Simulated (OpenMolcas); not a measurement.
# Co2+: moving or changing the point charges

Co2+ among 5 point charges of -2.6 e arranged as a trigonal bipyramid (D3h), 2.08 Å from the ion, with the axial distance 2.475 Å. The active orbitals were held to one l.

```
Program             : OpenMolcas 26.06
Method              : CASSCF
Basis               : ANO-RCC-VTZP [6s5p3d2f1g]
Scalar Hamiltonian  : DKH2, point nucleus
Active space        : 7 electrons in 5 orbitals (3d)
State averaging     : 2S+1 = 4 even, 10 roots; 2S+1 = 2 even, 40 roots
Spin-orbit coupling : state interaction with AMFI integrals over the reference wave functions
```

Runs around this geometry, states (labels of D3, the rotations of D3h). Energies in cm-1 above the lowest state or level, χT in cm3 K/mol.

| R (Å) | Axial / equatorial distance | Ground state | First state of that spin | First gap with spin-orbit (degeneracies) | χT at 300 K | First state of another spin |
| --- | --- | --- | --- | --- | --- | --- |
| 2.08 | 1.09 | 4A2 | 1255 | 146.4 (2, 2) | 3.492 | 2E 19412 |
| 1.91 | 1.19 | 4A2 | 4E 4091 | 95.9 (2, 2) | 2.663 | 2E 20504 |
| 2.08 | 1.19 | 4A2 | 4E 2108 | 145.3 (2, 2) | 3.424 | 2E 19851 |
| 2.23 | 1.19 | 4A2 | 4E 1465 | 166.3 (2, 2) | 3.902 | 2E 19638 |

Taking the first state of the same spin as R^-n, n = -ln(1465 / 4091) / ln(2.23 / 1.91) = 6.6 between the shortest and longest distance.

Without dynamic correlation the repulsion within the d shell is too large (B by tens of per cent), so at a given field states of lower spin stand too high. The ground term spreads over less than 5000 cm-1, several times less than with real ligands, so orbital moments are less quenched and χT lies further from the spin-only value than at real sites (holds for R = 2.23, ratio = 1.19). Point charges carry no covalency, so the field is a model and not that of real ligands. An unlabelled pair can be two single states that coincide in this model. No measured value stands beside these numbers.
